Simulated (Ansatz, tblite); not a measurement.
Cost and result up the ladder for Al(AsH3)H3 (AlAsH6) (8 atoms). Total charge 0; singlet. Geometry: r2SCAN-D4/def2-TZVP.

Cartesian coordinates in Å:
```
Al -1.400 0.576 0.156
As 1.006 -0.414 -0.113
H 2.211 0.470 0.077
H 1.432 -1.028 -1.422
H 1.462 -1.542 0.776
H -1.265 1.701 -0.967
H -1.253 1.001 1.687
H -2.193 -0.763 -0.194
```

Ansatz on 4 threads of Intel Xeon on a shared host; xTB runs through tblite on one thread. Times are rough, summed over both states, and most runs start from the orbitals of an earlier one. PBE0-D4/def2-TZVP serves as the yardstick here, not as an exact answer. The other state is a triplet.

The xTB rows come from tblite. HOMO above LUMO, or a gap near zero within one spin, warns that the state may not be the lowest or that an electron is smeared out.

Run but left out: PBE-D4/def2-TZVP (triplet: an occupied level 0.10 eV above an empty one).

xTB has no spin-polarisation term.

```json
{"level": "GFN2-xTB", "functions": "24", "wall time": "0.019 s", "vertical triplet (eV)": "5.35", "difference from PBE0-D4/def2-TZVP (eV)": "-0.81", "remarks": "–"}
{"level": "GFN1-xTB", "functions": "30", "wall time": "0.032 s", "vertical triplet (eV)": "6.34", "difference from PBE0-D4/def2-TZVP (eV)": "0.18", "remarks": "–"}
{"level": "PBE0-D4/def2-TZVP", "functions": "121", "wall time": "12 s", "vertical triplet (eV)": "6.16", "difference from PBE0-D4/def2-TZVP (eV)": "0.00", "remarks": "–"}
{"level": "r2SCAN-D4/def2-TZVP", "functions": "121", "wall time": "13 s", "vertical triplet (eV)": "5.98", "difference from PBE0-D4/def2-TZVP (eV)": "-0.18", "remarks": "gap within one spin near zero (triplet)"}
```
